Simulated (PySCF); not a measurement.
## Electric field gradients and quadrupole coupling constants

C6H14OSSi.
SMILES with atom numbers: `[CH2:1]=[CH:2][C:3]([CH3:4])([CH3:5])[O:6][SiH2:7][S:8][CH3:9]` (hydrogens: H10, H11 on C1; H12 on C2; H13, H14, H15 on C4; H16, H17, H18 on C5; H19, H20 on Si7; H21, H22, H23 on C9)

Structure used (GFN2-xTB), in Å, numbered top down from 1:
```xyz
23
C6H14OSSi angstrom
C     -2.9948   -1.5151    0.7660
C     -1.7362   -1.2392    0.4864
C     -1.1496    0.1205    0.1933
C     -2.0451    1.2808    0.6268
C     -0.8542    0.2078   -1.3053
O      0.0390    0.2063    0.9590
Si     1.5735    0.5605    0.6953
S      2.4846   -0.8187   -0.6814
C      4.2235   -0.3389   -0.4655
H     -3.7608   -0.7606    0.8165
H     -3.3135   -2.5264    0.9534
H     -0.9955   -2.0267    0.4481
H     -2.2979    1.1808    1.6788
H     -2.9546    1.3039    0.0346
H     -1.5073    2.2153    0.4867
H     -0.1637   -0.5805   -1.5953
H     -1.7753    0.0971   -1.8712
H     -0.4045    1.1702   -1.5379
H      2.1344    0.3589    2.0194
H      1.8133    1.8946    0.1418
H      4.3469    0.7092   -0.7190
H      4.8099   -0.9565   -1.1371
H      4.5231   -0.5163    0.5626
```

Field gradients from the PBE0/pcSseg-1 density (PySCF, non-relativistic), principal values in atomic units, ordered |Vxx| ≤ |Vyy| ≤ |Vzz|:

| atom | Vxx | Vyy | Vzz |
| --- | --- | --- | --- |
| O6 | -0.6451 | -1.0391 | 1.6843 |
| S8 | 0.1275 | 2.2053 | -2.3328 |

Task: Find the asymmetry η = (Vxx − Vyy)/Vzz and the couplings χ = eQV/h (234.96 MHz × Q in barn × V in au), with Q(17O) = −0.0256 b, Q(33S) = −0.0678 b.

Result: 
```
atom                environment  nucleus     η  χzz (MHz)  χxx (MHz)  χyy (MHz)
  O6         silyl ether oxygen      17O  0.23     -10.13       3.88       6.25
  S8  sulfur bonded to C and Si      33S  0.89      37.16      -2.03     -35.13
```

Task: What is Vzz at O6 in SI units (1 au = 9.71736 × 10²¹ V/m²)?

Result: 1.6843 au = 16.367 × 10²¹ V/m².

Task: And the gradient at the other heavy atoms, for which no coupling is worked out here?

Result: 
```json
{"atom": "C1", "environment": "terminal =CH2 carbon", "Vzz (au)": "0.297", "η": "0.42"}
{"atom": "C2", "environment": "alkene CH carbon", "Vzz (au)": "0.331", "η": "0.62"}
{"atom": "C3", "environment": "sp3 carbon bound to oxygen", "Vzz (au)": "0.429", "η": "0.02"}
{"atom": "C4", "environment": "methyl carbon", "Vzz (au)": "0.070", "η": "0.35"}
{"atom": "C5", "environment": "methyl carbon", "Vzz (au)": "0.071", "η": "0.33"}
{"atom": "Si7", "environment": "oxygen-bound silicon", "Vzz (au)": "-0.475", "η": "0.67"}
{"atom": "C9", "environment": "S-methyl carbon", "Vzz (au)": "0.292", "η": "0.04"}
```

Were the hydrogens deuterons (Q(2H) = 0.00286 b), χzz would run from 107 kHz (H20) to 227 kHz (H10 and H11).

Geometry: GFN2-xTB, one conformer, isolated molecule. GFN2-xTB frequencies show an imaginary mode (23i cm⁻¹), so this geometry is no minimum at that level. GFN2-xTB bond lengths can be off by several hundredths of an ångström, more for odd bonds, and the gradients follow them. These gradients aren't converged with respect to the basis.
